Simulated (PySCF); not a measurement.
B(I)(Me)(OH) (CH₄BIO), SMILES CB(O)I. Atoms are numbered in the order given.

```xyz
8

B      0.1280     1.3510     0.0000
I     -0.0394    -0.8256     0.0000
C     -1.1630     2.2240     0.0000
H     -1.7836     1.9943     0.8808
H     -0.9218     3.2970     0.0000
H     -1.7836     1.9943    -0.8808
O      1.3554     1.8905     0.0000
H      2.0732     1.2468     0.0000
```
Charge 0, spin multiplicity 1.

Geometry: PBE0-D3(BJ)/def2-SVP. The def2 effective core potentials stand for the cores of I; spin–orbit coupling is left out. One conformer was computed; it need not be the lowest.

Level of theory: HF/def2-TZVP (PySCF).

Gas-phase values at a fixed geometry.

* **total energy**: -436.55972 hartree
* **point group**: Cs
* **highest occupied level**: -10.08 eV
* **lowest empty level**: 3.02 eV
* **orbital gap**: 13.10 eV
* **dipole moment**: 0.91 D
* **quadrupole, principal values (traceless, Buckingham form, about the centre of nuclear charge)**: -3.95, -0.73, 4.68 D·Å
* **mean static polarisability**: 57.4 bohr³ (8.51 Å³)
* **polarisability, principal values**: 46.4, 54.0, 71.9 bohr³
